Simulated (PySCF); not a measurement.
Positional isomers: butadiene ethynyl. Isolated molecules, 0 K electronic values unless said otherwise. One relaxed conformer stands for each flexible species; it need not be the lowest. Strings in code marks are SMILES.

The T1 excitation (TDA) from two functionals at the same geometries (B3LYP-D3(BJ)/def2-TZVP), both in PySCF: PBE-D3(BJ)/def2-TZVP and ωB97X-D3(BJ)/def2-TZVP. Excitations are Tamm–Dancoff values on a coarser integration grid. The basis has no diffuse functions, so Rydberg states are missing or too high.

| species | PBE-D3(BJ)/def2-TZVP (eV) |
|---|---|
| `C(=C)(C#C)C=C` | 2.94 |
| `C#C/C=C/C=C` | 2.61 |
| `C#C/C=C\C=C` | 2.65 |

Problem. What does ωB97X-D3(BJ)/def2-TZVP give for each?

Solution. 
- `C(=C)(C#C)C=C`: 3.15
- `C#C/C=C/C=C`: 2.83
- `C#C/C=C\C=C`: 2.85
Over these rows, drawn at random from the members with no instability flagged (it was tested for open shells, ions and some series alone), PBE minus ωB97X-D3(BJ): mean -0.21 eV, from -0.22 eV to -0.20 eV.
